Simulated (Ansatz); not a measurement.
Ansatz (a program for electronic structure) input (RPA@PBE/cc-pVTZ):

Ansatz 0.2 input:
```yaml
crystal:
  periodic: [false, false, false]
  atoms:
    - {symbol: N, position_ang: [-0.00000000, -0.00000000, -1.25788698]}
    - {symbol: C, position_ang: [-0.00000000, -0.00000000, -0.07148933]}
    - {symbol: O, position_ang: [0.00000000, 0.00000000, 1.15426811]}
basis:
  gaussian:
    orbitals: cc-pVTZ
hamiltonian:
  xc: pbe
total_charge: -1
magnetization: {spin_polarized: false}
correlation: {method: rpa, electrons: outside_noble_gas}
```

Output:

```
Functional definition: PBE
integrals: 0.04 GiB planned
548 factors; integrals over basis functions are off by at most 1.3e-3 eV
mean field: 0.22 GiB planned
mean field evaluation 1: about -4567.6834 eV, gradient 4.4e1 eV
mean field evaluation 2: about -4567.6821 eV, gradient 4.4e1 eV
mean field evaluation 4: about -4571.2609 eV, gradient 1.4e1 eV
mean field evaluation 8: about -4571.6164 eV, gradient 2.6e-1 eV
mean field evaluation 16: about -4571.6163 eV, gradient 7.3e-7 eV
mean field -4571.61631800 eV, -168.0038009335 hartree, gradient 1.8e-6 eV, S^2 0.000000; 0 other end points of the search recorded, 0 dependent functions left out
3 core orbitals not correlated
reference -4550.56137929 eV, -167.2300462076 hartree; 8, 8 occupied and 79, 79 virtual orbitals, 548 factors
Total energy: -4574.16135103 eV, -168.0973291723 hartree
```

It need not be the lowest isomer of its formula. Whether it binds its extra electron was not tested at this geometry.
